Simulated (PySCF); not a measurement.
**How methods differ on the excitation energy of Co⁺**

Co⁺ [Ar] 3d8 (3F) → Co⁺ [Ar] 3d7 4s1 (5F), as a difference of total energies. Computed with PySCF 2.14 in aug-cc-pVTZ-DK, with scalar relativity by spin-free X2C-1e. Correlated levels: valence: [Ar] frozen. The calculations carry no spin-orbit coupling.

```
           method  excitation energy (cm⁻¹)
              UHF                    -12188
    MP2 (valence)                    4309.1
SCS-MP2 (valence)                    5316.8
   CCSD (valence)                    136.15
CCSD(T) (valence)                    1141.5
```

Errors of the correlated levels include the incompleteness of this basis and the frozen core.

For comparison: 3457.5 cm⁻¹ (measured; NIST levels, between the centres of gravity of the two terms).
